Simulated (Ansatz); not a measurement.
Input and output for CH6BNSi.

```yaml
crystal:
  periodic: [false, false, false]
  atoms:
    - {symbol: B, position_ang: [-1.200775, 0.290642, -0.785373]}
    - {symbol: Si, position_ang: [0.470874, 1.348319, 0.498518]}
    - {symbol: C, position_ang: [0.488440, -0.592900, 1.049442]}
    - {symbol: N, position_ang: [0.033762, -0.529172, -0.396049]}
    - {symbol: H, position_ang: [-1.340075, 0.581743, -1.995240]}
    - {symbol: H, position_ang: [-2.137689, 0.313244, 0.049944]}
    - {symbol: H, position_ang: [1.878233, 1.358465, -0.248700]}
    - {symbol: H, position_ang: [1.462966, -1.161568, 1.199153]}
    - {symbol: H, position_ang: [-0.349762, -0.921222, 1.749618]}
    - {symbol: H, position_ang: [0.781073, -0.741310, -1.118163]}
basis:
  gaussian: {orbitals: aug-pcseg-2}
hamiltonian: {xc: {name: B3LYP5}}
```

```sh
$ ansatz run in.yaml --threads 2 --pin off --events-out ev --progress --plain --max-ram 4352MiB
```

Output, abridged:

```
Functional definition: B3LYP5
1294 factors; their error is unknown
mean field evaluation 1: about -11163.5289 eV, gradient 7.1e1 eV
mean field evaluation 2: about -11113.5048 eV, gradient 1.5e2 eV
mean field evaluation 4: about -11175.5114 eV, gradient 1.5e1 eV
mean field evaluation 8: about -11176.0077 eV, gradient 9.9e-2 eV
mean field evaluation 16: about -11176.0171 eV, gradient 6.6e-5 eV
mean field -11176.01711423 eV, -410.7110535716 hartree, gradient 6.8e-5 eV, S^2 0.000000; 0 other end points of the search recorded, 0 dependent functions left out
reference -11176.01742349 eV, -410.7110649364 hartree; 19, 19 occupied and 307, 307 virtual orbitals, 1294 factors
Total energy: -11176.01742349 eV, -410.7110649364 hartree
```

Run time 8 s (2 threads of an Arm Neoverse V1 on a shared host); peak host memory 0.69 GiB.
